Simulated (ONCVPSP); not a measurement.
**P (Z = 15), ONCV: configuration errors across variants**

* Element: P
* Generator: ONCVPSP 4.0.1
* Type: optimised norm-conserving Vanderbilt (ONCV)
* Functional: Wu-Cohen
* Relativity: scalar-relativistic
* Frozen core: [Ne]
* Valence charge: 5
* Reference configuration: 3s2 3p3
* Partial waves: 3s: rc 1.35 bohr, ncon 5, nbas 9, qcut 5 1/bohr, 2 projectors, debl 2.7 Ha; 3p: rc 1.65 bohr, ncon 3, nbas 7, qcut 4.4 1/bohr, 2 projectors, debl 2.6 Ha; d scattering state at 0.27 Ha: rc 1.75 bohr, ncon 4, nbas 9, qcut 5.8 1/bohr, 2 projectors, debl 1.2 Ha
* Local potential: polynomial inside 1.25 bohr (lpopt 5, dvloc0 6 Ha)
* Core correction: none

All-electron excitation energies from the reference (eV): (1) 3s2 3p2 9.706; (2) 3s2 3p1 28.846; (3) 3s2 3p0 58.604; (4) 3s1 3p4 8.521.

2 further variants failed, have other tests or too few solved ones, and are left out.

A true bound ghost makes a file unfit for plane-wave use even where its test errors are small: the radial tests pick states by their node count and pass the ghost by.

Errors AE − PS in meV (a dash: test not solved or not reliable):

| change | (1) | (2) | (3) | (4) | bound ghosts | GHOST(+) flags above zero |
| --- | --- | --- | --- | --- | --- | --- |
| base | +0.9 | +11 | +58 | +0.2 | s | none |
| d: rc 2.48 | +0.9 | +11 | +58 | +0.2 | s | none |
| s: rc 1.38 | +1.0 | +13 | +63 | +0.2 | none | s |
| core correction Teter function, fcfact 2, rcfact 1.25 | +0.7 | +8.1 | +37 | -1.1 | s | none |

Task: Give the same row for: p: nbas 8.

Result: +1.1, +12, +58, +0.1; bound ghosts: s; GHOST(+) flags above zero: none.
